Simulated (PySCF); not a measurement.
arsine cation (AsH₃), SMILES [AsH3] (connectivity only; charge and spin as stated), charge +1, multiplicity 2.

Geometry: B3LYP-D3(BJ)/def2-TZVPD. The multiplicity is an assumed one; other spin states were not compared.

These are TDA-M06-2X/def2-TZVPD in PySCF values and carry that method's errors.

Vertical excitations; the highest root listed may be one member of a degenerate set. 

**Question.** Give excitation energies, oscillator strengths and character. (An estimate is asked for; the answer gives what the named calculation found.)

**Answer.** 
```
state    energy (eV)  λ (nm)      f                                                                                                         main pairs
-------  -----------  ------  -----  -----------------------------------------------------------------------------------------------------------------
root 1          5.04     246  0.003                                                                                     β HOMO−1→LUMO (degenerate set)
root 2          5.04     246  0.003                                                                                       β HOMO→LUMO (degenerate set)
root 3          7.19     173  0.000                                                                                                   α HOMO→LUMO 96 %
root 4          7.43     167  0.024                                                                                     α HOMO→LUMO+2 (degenerate set)
root 5          7.43     167  0.024                                                                                     α HOMO→LUMO+1 (degenerate set)
root 6          9.58     129  0.000    α HOMO−1→LUMO, α HOMO−1→LUMO+2, α HOMO−2→LUMO+1, β HOMO→LUMO+1, β HOMO→LUMO+2, β HOMO−1→LUMO+3 (degenerate set)
root 7          9.58     129  0.000  α HOMO−2→LUMO, α HOMO−1→LUMO+1, α HOMO−2→LUMO+2, β HOMO−1→LUMO+1, β HOMO→LUMO+3, β HOMO−1→LUMO+2 (degenerate set)
root 8          9.77     127  0.003                               α HOMO−2→LUMO+2 26 %, α HOMO−1→LUMO+1 26 %, β HOMO−1→LUMO+2 18 %, β HOMO→LUMO+3 18 %
root 9         10.11     123  0.197                                                                                                 α HOMO→LUMO+3 91 %
root 10        10.60     117  0.017                                                       α HOMO→LUMO+5 53 %, β HOMO→LUMO+3 12 %, β HOMO−1→LUMO+2 12 %
```
Unrestricted roots are not spin-pure.
